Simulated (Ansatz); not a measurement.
CH$_{7}$GaGeO (`[CH3][Ga]([OH])[GeH3]`) at its PBE0-D4/def2-TZVP geometry, where that method's forces vanish. Total charge 0; spin multiplicity 1.

```xyz
11

C    -1.4245   -1.1838    0.6552
Ga    0.0590    0.0891    0.4213
O     0.6978    0.9000    1.8935
Ge    1.2081    0.8257   -1.5962
H    -1.5623   -1.8118   -0.2256
H    -1.2482   -1.8252    1.5218
H    -2.3535   -0.6338    0.8305
H     0.2568    0.6450    2.7068
H     1.3224   -0.3138   -2.6272
H     0.4203    1.9623   -2.2765
H     2.6242    1.3464   -1.3036
```

**Question.** What forces (eV/Å) does PBE-D4/def2-TZVPP give on these atoms in Ansatz? (Estimate.)

**Answer.** Ansatz gave: 
```
C1  -0.011 -0.014 -0.005
Ga2 -0.076 -0.125 -0.329
O3   0.423  0.368 -0.043
Ge4 -0.033 -0.029  0.102
H5  -0.022 -0.115 -0.173
H6   0.040 -0.114  0.165
H7  -0.168  0.107  0.031
H8  -0.234 -0.141  0.407
H9   0.010 -0.103 -0.098
H10 -0.071  0.109 -0.072
H11  0.140  0.057  0.016
```
